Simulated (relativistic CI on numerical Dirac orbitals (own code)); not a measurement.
## Sensitivity of the levels of Sm47+ to α and to the nuclear radius

Method of calculation: Dirac-Coulomb-Breit CI, orbitals from a KLI potential per configuration, derivatives by finite differences, unscaled Slater integrals, QED left out (own radial code, finite nucleus).

Configuration list (outside the closed core [Ne]): 3s²3p³, 3s3p⁴, 3s²3p²3d, 3p⁵, 3s3p³3d, 3p⁴3d, 3s²3p3d², 3s²3d³, 3s3p3d³, 3p³3d², 3p²3d³. Double excitations out of closed p, d and f shells are left out; levels of such configurations are missing from the list, as are those of other unlisted configurations, and high levels can miss mixing partners.

With x = (α/α₀)² − 1 an excitation energy changes as ω = ω₀ + qx; K = 2q/ω₀ is the relative enhancement. Terms are leading LS components, so labels can repeat. The field-shift factor is F = δν/δ⟨r²⟩ for the transition from the lowest level.

Lowest level 3s²3p³ ²P°3/2.

| Level | ω₀ (cm⁻¹) | q (cm⁻¹) | K | F (GHz/fm²) |
| --- | --- | --- | --- | --- |
| 3s²3p³ ⁴S°3/2 | 1144674 | 1.405e+06 | 2.45 | -88 |
| 3s²3p³ ²D°5/2 | 1224970 | 1.404e+06 | 2.29 | -89 |
| 3s²3p³ ²P°1/2 | 1323490 | 1.411e+06 | 2.13 | -90.4 |
| 3s²3p²3d ²D3/2 | 1494322 | 65650 | 0.0879 | -7.39 |
| 3s²3p²3d ²D5/2 | 1845523 | 424600 | 0.46 | -95.4 |
| 3s3p⁴ ⁴P5/2 | 2267556 | 1.521e+06 | 1.34 | -1940 |
| 3s3p⁴ ²P3/2 | 2453971 | 1.559e+06 | 1.27 | -1600 |
| 3s3p⁴ ²S1/2 | 2468210 | 1.59e+06 | 1.29 | -1890 |
| 3s²3p³ ²P°3/2 | 2480351 | 2.819e+06 | 2.27 | -197 |
| 3s²3p²3d ⁴F5/2 | 2639000 | 1.452e+06 | 1.1 | -74.5 |
| 3s²3p²3d ⁴D1/2 | 2659210 | 1.46e+06 | 1.1 | -84.9 |
| 3s²3p²3d ⁴F3/2 | 2659608 | 1.473e+06 | 1.11 | -218 |
| 3s²3p²3d ²G7/2 | 2716889 | 1.458e+06 | 1.07 | -68.9 |

At this charge energies of transitions that change n are usually good to better than 1 %, and those within a shell (Δn = 0) to a few per cent.
